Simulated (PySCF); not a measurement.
C2H2F, SMILES C=[C]F, multiplicity 2. Coordinates come from a B3LYP-D3(BJ)/def2-TZVP optimisation. The isomer is the one that the SMILES or the coordinates give; other isomers of the formula were not compared.

Computed equilibrium geometry at B3LYP-D3(BJ)/def2-TZVP (PySCF confirms it by a frequency run) as a Z-matrix, and its point group:
point group Cs.
```
C
C 1 1.3099
F 2 1.3111 1 130.21
H 1 1.0791 2 120.13 3 180.00
H 1 1.0866 4 119.15 2 180.00
```
Charge 0, spin multiplicity 2.
